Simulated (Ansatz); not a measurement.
Spectroscopic constants of PO, multiplicity 2 (the spin of the measured ground state).

D_e counts from the fitted minimum to each atom's lowest state at the same level, without counterpoise.

Correlated levels freeze the cores.

Run with Ansatz (a first-principles code) with Gaussian orbitals. Values without a source in brackets are computed.

PBE/def2-TZVPP gives 152.96 kcal/mol for the bond energy D_e.

Problem. Where do these levels fall relative to PBE: r2SCAN/def2-TZVPP, PBE0/def2-TZVPP, wB97M-V/def2-TZVPP, B2PLYP/def2-TZVPP.

Solution. r2SCAN/def2-TZVPP -11.30; PBE0/def2-TZVPP -14.77; wB97M-V/def2-TZVPP -7.75; B2PLYP/def2-TZVPP -10.20 kcal/mol. 0 of 4 lie above PBE; the widest gap is to PBE0/def2-TZVPP.
